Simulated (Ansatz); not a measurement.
Calculated with Ansatz (gas phase, PBE0-D4/def2-TZVP geometries, no zero-point term in ΔE). CBS: MP2 limit from def2 TZ/QZ plus the TZ coupled-cluster correction, frozen cores. DFT in def2-TZVPP. def2 core potentials past Kr. For Te outer-core shells are correlated without core-valence functions, which leaves a few kJ/mol of doubt a bond.

Consider the redistribution: `[SiH3][SiH]1CO1` + `CC[TeH]` → `[TeH][SiH]1CO1` + `CC[SiH3]`.

```json
{"level": "r2SCAN-D4", "ΔE (kJ/mol)": "-92.3"}
{"level": "B2PLYP", "ΔE (kJ/mol)": "-91.4"}
{"level": "MP2/def2-TZVPP", "ΔE (kJ/mol)": "-96.9"}
{"level": "CCSD/CBS(def2)", "ΔE (kJ/mol)": "-91.7"}
```

Problem. What does CCSD(T)/CBS give? (An estimate is asked.)

Solution. Ansatz gave: -90.3 kJ/mol. The listed levels differ from it by -2.0, -1.1, -6.6, -1.4 kJ/mol.

Largest T1 diagnostic among the species: 0.015.

From PBE to PBE0 (25 % exact exchange), in def2-TZVPP and without D4, ΔE moves by −6.0 kJ/mol.
